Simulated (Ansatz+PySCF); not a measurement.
doublet BeH: levels of theory in one basis

| atom | x (Å) | y (Å) | z (Å) |
| --- | --- | --- | --- |
| Be | 0.0000 | 0.0000 | -0.5162 |
| H | 0.0000 | 0.0000 | 2.0650 |

Basis set: 6-31G (spherical functions). All electrons are correlated. Correlation on ROHF uses semicanonical orbitals with singles. Charge 0, multiplicity 2.

Computed with Ansatz (development build ahead of 0.2.0); each method stands on the lowest determinant of its kind that the runs found.

```
                            method  E − E(ROHF) (eV)  <S²> of the determinant
                              ROHF              0.00                     0.75
                               UHF             -0.24                     1.01
                          ROHF-MP2             -0.69                        –
                           UHF-MP2             -0.68                     1.01
                         ROHF-CCSD             -1.35                        –
                      ROHF-CCSD(T)             -1.36                        –
full CI (lowest root of this spin)             -1.36                        –
```

At such a shape the full CI root can have another spatial symmetry than the determinants, so the rows needn't describe one state.

Q: Is a single determinant a sound starting point here?

A: Only with care. Unrestricted orbitals gain 0.24 eV and <S²> is 1.01 against 0.75 for a pure state, a contamination that matters most for the unrestricted series.

Caution for UHF, UHF-MP2: the unrestricted determinant is spin contaminated. Caution for ROHF-MP2, UHF-MP2, ROHF-CCSD, ROHF-CCSD(T): bonds are stretched, where a single reference can fail.
